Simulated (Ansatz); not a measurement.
Reactions of `O[SiH2]B(O)F`.

Program: Ansatz. Geometries: PBE0-D4/def2-TZVP. ΔE: electronic, gas phase. CCSD(T)/CBS is the MP2 limit (def2-TZVPP, def2-QZVPP) plus CCSD(T) − MP2 in def2-TZVPP, frozen cores. This one scheme is used for every species. def2 core potentials past Kr. For Ge, Te outer-core shells are correlated without core-valence functions, which leaves a few kJ/mol of doubt a bond. Scalar relativity is left out up to krypton. Each species was taken in one conformer, which may not be the lowest.

```tsv
reaction	CCSD(T)/CBS(def2) (kJ/mol)
`O[SiH2]B(O)F` → `OB[SiH](O)F`	-4
`O[SiH2]B(O)F` + `O[SiH](F)F` → `O[SiH2]O[SiH](F)F` + `OBF`	-160
`O[SiH2]B(O)F` + `C[SiH](N)O` → `C[SiH](O)N[SiH2]O` + `OBF`	?
`O[SiH2]B(O)F` → `B[Si](O)(O)F`	16
`O[SiH2]B(O)F` + `[F][GeH2][SiH2][SiH3]` → `OB(F)[SiH2][SiH3]` + `O[SiH2][GeH2][F]`	2
`O[SiH2]B(O)F` + H₂S → `OB(F)[SiH2]S` + H₂O	?
`O[SiH2]B(O)F` + H₂Te → `O[SiH2][TeH]` + `OBF`	-97
`O[SiH2]B(O)F` + `C[SiH2]N` → `C[SiH2]N[SiH2]O` + `OBF`	-112
`O[SiH2]B(O)F` + HCl → `O[SiH2]B(F)Cl` + H₂O	47
`O[SiH2]B(O)F` → `OB(O)F` + `[SiH2]`	?
```

Task: Fill in the missing values. (Best estimate.)

Result: The calculation gave: `O[SiH2]B(O)F` + `C[SiH](N)O` → `C[SiH](O)N[SiH2]O` + `OBF`: -112.5 kJ/mol; `O[SiH2]B(O)F` + H₂S → `OB(F)[SiH2]S` + H₂O: +21.3 kJ/mol; `O[SiH2]B(O)F` → `OB(O)F` + `[SiH2]`: +168.9 kJ/mol.

Largest T1 diagnostic: 0.014, for `[SiH2]`.
